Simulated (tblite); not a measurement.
Species: C6H9F3O2.
Numbering: `[CH3:1][CH2:2][O:3][C:4]1([O:5][C:6]([F:7])([F:8])[F:9])[CH2:10][CH2:11]1` (hydrogens: H12, H13, H14 on C1; H15, H16 on C2; H17, H18 on C10; H19, H20 on C11)

Computed with GFN2-xTB (tblite), gas phase: L-BFGS steps from a force-field or distance-geometry start until the largest atomic force falls under 0.01 eV/Å.

Step 1: E = -1082.2112 eV
```
atom  x, y, z in Å  |  force x, y, z in eV/Å
C1      2.5587    1.0726   -0.8345   -0.090   0.021  -0.010
C2      1.5880    0.3223    0.0663    0.016  -0.025   0.028
O3      0.3538    0.1146   -0.6359   -0.708   0.057   0.676
C4     -0.6272   -0.5537    0.0863    0.256  -0.294  -0.387
O5     -1.1798    0.1184    1.2504   -0.057   0.684  -0.546
C6     -1.7967    1.2924    0.9809    0.516  -0.779   0.109
F7     -2.4573    1.7324    2.0587    0.324  -0.251  -0.394
F8     -2.6938    1.1900   -0.0161    0.272   0.255   0.245
F9     -0.9118    2.2505    0.6430   -0.494  -0.109   0.013
C10    -1.5723   -1.4394   -0.6805    0.123   0.050   0.074
C11    -0.5178   -2.0560    0.1964   -0.011   0.148   0.100
H12     3.5020    1.2352   -0.3111   -0.168  -0.050  -0.045
H13     2.1312    2.0324   -1.1082    0.011   0.032  -0.003
H14     2.7477    0.5095   -1.7465   -0.029  -0.008   0.080
H15     2.0101   -0.6488    0.3449   -0.011  -0.122   0.054
H16     1.3940    0.8923    0.9848    0.017  -0.005  -0.073
H17    -1.4356   -1.4794   -1.7467    0.002   0.012  -0.088
H18    -2.6017   -1.5186   -0.3558    0.139   0.183  -0.014
H19    -0.8270   -2.5314    1.1117   -0.016   0.034   0.049
H20     0.3302   -2.5246   -0.2912   -0.091   0.167   0.132
```

Step 2: E = -1082.2584 eV
```
atom  x, y, z in Å  |  force x, y, z in eV/Å
C1      2.5563    1.0737   -0.8356   -0.137  -0.071   0.028
C2      1.5889    0.3219    0.0679   -0.105  -0.098   0.012
O3      0.3352    0.1154   -0.6193    0.001   0.348   0.157
C4     -0.6200   -0.5606    0.0767   -0.102  -0.082   0.021
O5     -1.1820    0.1369    1.2362    0.438  -0.640   0.020
C6     -1.7833    1.2723    0.9846   -0.075   0.259  -0.294
F7     -2.4492    1.7263    2.0484    0.166  -0.235   0.008
F8     -2.6870    1.1963   -0.0099    0.041   0.124  -0.028
F9     -0.9244    2.2474    0.6434   -0.108   0.187  -0.090
C10    -1.5693   -1.4381   -0.6794   -0.015  -0.037  -0.155
C11    -0.5181   -2.0527    0.1993    0.035  -0.072   0.152
H12     3.4981    1.2340   -0.3120   -0.127  -0.038  -0.015
H13     2.1317    2.0326   -1.1081   -0.028   0.082  -0.020
H14     2.7470    0.5094   -1.7444   -0.027  -0.026   0.020
H15     2.0099   -0.6518    0.3462   -0.048  -0.057   0.015
H16     1.3945    0.8920    0.9827    0.039   0.026   0.010
H17    -1.4356   -1.4791   -1.7485   -0.005  -0.012  -0.022
H18    -2.5985   -1.5142   -0.3560    0.115   0.192   0.001
H19    -0.8272   -2.5304    1.1125   -0.028   0.037   0.076
H20     0.3279   -2.5205   -0.2880   -0.031   0.110   0.106
```

Step 3: E = -1082.2707 eV
```
atom  x, y, z in Å  |  force x, y, z in eV/Å
C1      2.5542    1.0730   -0.8355   -0.117  -0.049   0.028
C2      1.5877    0.3206    0.0684   -0.092  -0.051   0.020
O3      0.3334    0.1198   -0.6160    0.007   0.293   0.091
C4     -0.6206   -0.5621    0.0763   -0.081  -0.073   0.037
O5     -1.1767    0.1306    1.2352    0.234  -0.289  -0.026
C6     -1.7830    1.2738    0.9814    0.064   0.007  -0.177
F7     -2.4464    1.7228    2.0476    0.150  -0.230   0.034
F8     -2.6859    1.1984   -0.0098    0.021   0.085  -0.063
F9     -0.9268    2.2494    0.6423   -0.067   0.169  -0.090
C10    -1.5693   -1.4385   -0.6816    0.048  -0.049  -0.041
C11    -0.5177   -2.0534    0.2017   -0.013  -0.008   0.032
H12     3.4963    1.2334   -0.3122   -0.125  -0.038  -0.011
H13     2.1314    2.0335   -1.1083   -0.031   0.053  -0.013
H14     2.7466    0.5091   -1.7439   -0.034  -0.030   0.011
H15     2.0093   -0.6528    0.3465   -0.057  -0.059   0.009
H16     1.3950    0.8922    0.9825    0.047   0.021   0.028
H17    -1.4357   -1.4792   -1.7487    0.007  -0.023  -0.076
H18    -2.5968   -1.5115   -0.3560    0.076   0.179   0.002
H19    -0.8276   -2.5298    1.1135   -0.041   0.018   0.114
H20     0.3274   -2.5188   -0.2864    0.004   0.075   0.091
```

Task: Estimate the geometry and energy of step 4. (The exact step hangs on the optimiser's Hessian estimate; all steps are aligned on step 3, rigid shifts and turns removed.)

Result: E = -1082.2887 eV, largest force 0.277 eV/Å
```
atom  x, y, z in Å  |  force x, y, z in eV/Å
C1      2.5472    1.0713   -0.8353   -0.054  -0.011   0.013
C2      1.5837    0.3177    0.0707   -0.043   0.050   0.025
O3      0.3271    0.1345   -0.6061    0.015   0.098  -0.064
C4     -0.6219   -0.5675    0.0751    0.048   0.096   0.027
O5     -1.1641    0.1193    1.2297   -0.092   0.174   0.001
C6     -1.7770    1.2704    0.9734    0.143  -0.141   0.003
F7     -2.4364    1.7097    2.0455    0.119  -0.231   0.097
F8     -2.6827    1.2048   -0.0106   -0.005  -0.040  -0.124
F9     -0.9345    2.2566    0.6382    0.046   0.093  -0.080
C10    -1.5668   -1.4404   -0.6854    0.043  -0.056   0.024
C11    -0.5180   -2.0539    0.2059   -0.058  -0.031  -0.056
H12     3.4893    1.2312   -0.3129   -0.098  -0.034   0.012
H13     2.1304    2.0360   -1.1088   -0.046  -0.016   0.004
H14     2.7448    0.5077   -1.7424   -0.060  -0.033  -0.006
H15     2.0065   -0.6566    0.3474   -0.098  -0.037  -0.017
H16     1.3974    0.8930    0.9828    0.064   0.014   0.090
H17    -1.4355   -1.4800   -1.7519    0.026  -0.044  -0.093
H18    -2.5919   -1.5014   -0.3559    0.002   0.135  -0.003
H19    -0.8294   -2.5283    1.1185   -0.037   0.026   0.096
H20     0.3266   -2.5136   -0.2810    0.085  -0.013   0.051
```

The energy changes by -0.0179 eV. The first-order estimate −F·Δx gives -0.0287 eV and the mean of the old and new forces, exact on a quadratic surface, -0.0179 eV. The step makes an angle of 21° with the force vector and moves no atom by more than 0.019 Å.

Run on Arm Neoverse N1, one thread, on a shared host.
